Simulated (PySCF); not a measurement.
**Cr: ionisation energy**

Cr [Ar] 3d5 4s1 (7S) → Cr⁺ [Ar] 3d5 (6S), as a difference of total energies. Calculation: PySCF 2.14, in cc-pVTZ-DK (7s6p4d2f1g, 68 functions); the spin-free X2C one-electron Hamiltonian (Gaussian nucleus). Correlated levels: valence: [Ar] frozen. The calculations carry no spin-orbit coupling.

```json
{"method": "UHF", "ionisation energy (eV)": "6.005", "error (eV)": "-0.762"}
{"method": "BP86", "ionisation energy (eV)": "7.542", "error (eV)": "+0.775"}
{"method": "PBE0", "ionisation energy (eV)": "7.057", "error (eV)": "+0.290"}
{"method": "MP2 (valence)", "ionisation energy (eV)": "6.483", "error (eV)": "-0.284"}
{"method": "SCS-MP2 (valence)", "ionisation energy (eV)": "6.164", "error (eV)": "-0.603"}
```

Reference: 6.767 eV (measured; NIST Atomic Spectra Database, ionization energies).

Errors of the correlated levels include the incompleteness of this basis and the frozen core.
